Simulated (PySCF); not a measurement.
Relaxation of quartet RuO₂F

Method: UPBE0 in PySCF with Ru def2-TZVP with ECP28, O def2-TZVP, F def2-TZVP; scalar-relativistic core potentials, no spin–orbit coupling; density-fitted integrals. A (50,194) grid was used.

A hand-made trigonal pyramidal start, of Cs symmetry, held to at least that symmetry:

```xyz
4
charge 0 multiplicity 4, angstrom
Ru   -0.0494    0.0000   -0.2782
O    -0.8043    1.3076    0.5246
O    -0.8043   -1.3076    0.5246
F     1.6194    0.0000    0.6091
```

Optimiser trace:
```csv
step,E − E(last) (kJ/mol),largest gradient (Eh/bohr)
0,119.73,0.07863
1,62.29,0.04013
2,29.31,0.03290
3,7.22,0.01911
4,1.71,0.01658
5,0.78,0.01090
6,0.04,0.00095
7,0.01,0.00062
8,0.00,0.00044
9,0.00,0.00002
```

It ends at C2v with Ru–F 1.845 Å, Ru–O 1.680 Å (×2); F–Ru–O 123.7° (×2), O–Ru–O 112.6°. A frequency run shows a minimum. Other isomers or separated fragments may lie lower.

Final geometry:
```xyz
4
charge 0 multiplicity 4, angstrom
Ru   -0.0341    0.0000   -0.0012
O    -0.9660    1.3973   -0.0348
O    -0.9660   -1.3973   -0.0348
F     1.8101    0.0000    0.0652
```

With open d or f shells other occupations or spin states may lie lower. At this level a doublet minimum of C2v symmetry lies 20 kJ/mol below this structure.
